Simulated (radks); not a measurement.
Problem. These are the eigenvalues of the occupied orbitals of an atom or ion with whole-number occupations (eV). Calculated with a radial shooting solver on a logarithmic mesh with Libxc functionals: Dirac Kohn-Sham, exchange-only B88, spin-unpolarised, spherical densities, finite nucleus; Fermi nuclear charge, rms radius of each element as measured or else 0.836 A^(1/3) + 0.57 fm.

1s1/2: -73758.89
2s1/2: -12850.54
2p1/2: -12307.53
2p3/2: -10775.91
3s1/2: -3002.294
3p1/2: -2758.635
3p3/2: -2424.656
3d3/2: -2015.213
3d5/2: -1942.858
4s1/2: -645.8533
4p1/2: -543.4887
4p3/2: -465.0012
4d3/2: -296.7478
4d5/2: -282.2106
5s1/2: -107.2801
5p1/2: -75.7112
4f5/2: -69.2750
4f7/2: -66.4693
5p3/2: -63.4641
5d3/2: -22.5531
5d5/2: -21.4241

Which element is it, and in what charge state? The configuration may be excited. Open shells, if any, are shared by 2j + 1.

Solution. Z = 76, osmium, charge +2: Os2+ in [Xe] 4f14 5d6. The list shows which subshells hold electrons but not how many an open one holds; the 1s level, -2710.6 hartree, gives Z - s = 73.6 by -(Z - s)^2/2, which with screening and relativity narrows Z to a few neighbours, and the depths of the outer levels then fix element, charge and occupations together.
